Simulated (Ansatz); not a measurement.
WO2(OH)2 (WO₄H₂). The state is a singlet with charge 0. Geometry PBE-D4/def2-SVP, basis def2-TZVP, Ansatz.

```tsv
run	HOMO (eV)	LUMO (eV)
A	-11.35	0.43
B	-8.52	-2.16
C	-8.67	-2.04
D	-7.31	-2.55
E	-7.21	-2.48
F	-8.93	-1.78
```

In the def2 sets W takes a core potential; there is no spin–orbit coupling. B3LYP takes the VWN-RPA correlation. HSE06 is defined as in plane-wave codes, on full-range PBE exchange.

Question: The runs used B3LYP, BLYP, HSE06, PBE, PBE0, ωB97X-V. Estimate which is which.

Answer: A ωB97X-V (range-separated); B HSE06 (range-separated); C B3LYP (20 % exact exchange); D PBE (0 % exact exchange); E BLYP (0 % exact exchange); F PBE0 (25 % exact exchange). Exact exchange lowers occupied and raises empty levels; among semilocal functionals meta-GGAs tend to open the gap a little, and such runs are hard to tell apart. The gap grows from 4.73 eV (BLYP) to 11.78 eV (ωB97X-V).
